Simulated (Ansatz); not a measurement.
Sn(Br)(SiH3) (BrH3SiSn), SMILES [SiH3][Sn][Br] (connectivity only; charge and spin as stated), neutral, multiplicity 1.

The structure is a stationary point at B3LYP-D3(BJ)/def2-SVP. The structure was generated by enumeration; whether it is a known compound was not checked. The def2 effective core potentials stand for the cores of Sn; spin–orbit coupling is left out.

Two levels are set side by side: PBE/def2-SVPD (Ansatz, a first-principles code) and PBE0/def2-SVPD (Ansatz). Energy differences of separate SCF runs at the same geometry; the states with an electron removed or added have multiplicity 2 and 2. Differences are taken from unrounded values.

| quantity | PBE0 | PBE | PBE minus PBE0 |
|---|---|---|---|
| vertical ionisation energy (eV) | 8.35 | 8.19 | -0.16 |
| vertical electron affinity (eV) | 1.73 | 1.62 | -0.11 |
| vertical singlet–triplet gap (eV) | 1.34 | 1.37 | 0.03 |
